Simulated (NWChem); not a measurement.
System: BHOF cation; SMILES B(=[OH+])F

Here is an NWChem input.

```
start job
memory heap 200 mb stack 700 mb global 900 mb
charge 1
geometry units angstroms noautosym nocenter noautoz
  O      0.000340    -1.186309     0.000000
  B     -0.000184     0.038282     0.000000
  F      0.000077     1.278807     0.000000
  H     -0.003901    -2.155234     0.000000
end
basis spherical
  * library def2-tzvp
end
dft
  xc hfexch
  iterations 150
end
property
  efieldgrad
end
task dft property
```

Coordinates come from a PBE0/def2-SVP optimisation.

Vzz is the largest principal value of the second derivative of the potential at the nucleus (NWChem prints the opposite sign); η is the asymmetry. Non-relativistic.

Atoms are numbered as in the input.

Task: Give the results of this calculation. (Hartree-Fock/def2-TZVP.) Quantities: Vzz O1 (a.u.); η O1; Vzz B2 (a.u.); η B2.

Result: 
* **Vzz O1 (a.u.)**: 1.368
* **η O1**: 0.00
* **Vzz B2 (a.u.)**: -0.398
* **η B2**: 0.00
